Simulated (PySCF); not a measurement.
Molecule (SMILES): [BH] (BH) (closed-shell singlet).
Geometry (B3LYP-D3(BJ)/def2-TZVP, fixed):
```xyz
2

B      0.0000     0.0000    -0.2055
H      0.0000     0.0000     1.0276
```

Basis-set convergence of the isotropic shielding of B1 at PBE with PySCF. GIAO, no density fitting; atoms are numbered in the order shown. All functions are spherical. No added dispersion term, no relativity. Reference: the value in pcSseg-3, -272.51 ppm, itself unsure by roughly 4.06 ppm (its mean distance from pcseg-4, cc-pCVQZ, cc-pV5Z). Deviations are taken from unrounded values.

| basis | functions | isotropic shielding of B1 (ppm) |
|---|---|---|
| 6-31G* | 16 | -202.08 |
| 6-31+G* | 20 | -205.48 |
| cc-pVDZ | 19 | -217.64 |
| aug-cc-pVDZ | 32 | -221.74 |
| def2-SVP | 19 | -229.87 |
| def2-SVPD | 28 | -233.67 |
| pcseg-1 | 19 | -241.36 |
| aug-pcseg-1 | 32 | -238.23 |
| 6-311G** | 24 | -251.40 |
| 6-311+G** | 28 | -246.93 |
| def2-TZVP | 37 | -250.31 |
| def2-TZVPD | 46 | -250.04 |
| cc-pVTZ | 44 | -249.86 |
| aug-cc-pVTZ | 69 | -248.19 |
| pcseg-2 | 44 | -264.61 |
| aug-pcseg-2 | 69 | -264.53 |
| def2-TZVPP | 45 | -251.71 |
| def2-TZVPPD | 54 | -251.21 |
| cc-pVQZ | 85 | -260.70 |
| aug-cc-pVQZ | 126 | -260.82 |
| def2-QZVPP | 87 | -258.73 |
| def2-QZVPPD | 96 | -258.64 |
| pcseg-3 | 93 | -267.40 |
| aug-pcseg-3 | 134 | -266.67 |

What the diffuse functions change, pair by pair:
- 6-31G* to 6-31+G*: 4 more functions, deviation 70.43 to 67.03 ppm
- cc-pVDZ to aug-cc-pVDZ: 13 more functions, deviation 54.87 to 50.77 ppm
- def2-SVP to def2-SVPD: 9 more functions, deviation 42.63 to 38.84 ppm
- pcseg-1 to aug-pcseg-1: 13 more functions, deviation 31.14 to 34.28 ppm
- 6-311G** to 6-311+G**: 4 more functions, deviation 21.10 to 25.58 ppm
- def2-TZVP to def2-TZVPD: 9 more functions, deviation 22.20 to 22.47 ppm
- cc-pVTZ to aug-cc-pVTZ: 25 more functions, deviation 22.64 to 24.32 ppm
- pcseg-2 to aug-pcseg-2: 25 more functions, deviation 7.89 to 7.97 ppm
- def2-TZVPP to def2-TZVPPD: 9 more functions, deviation 20.80 to 21.30 ppm
- cc-pVQZ to aug-cc-pVQZ: 41 more functions, deviation 11.80 to 11.69 ppm
- def2-QZVPP to def2-QZVPPD: 9 more functions, deviation 13.77 to 13.87 ppm
- pcseg-3 to aug-pcseg-3: 41 more functions, deviation 5.11 to 5.83 ppm

They bring the value nearer the reference by more than 4.06 ppm in 1 of 12 pairs.
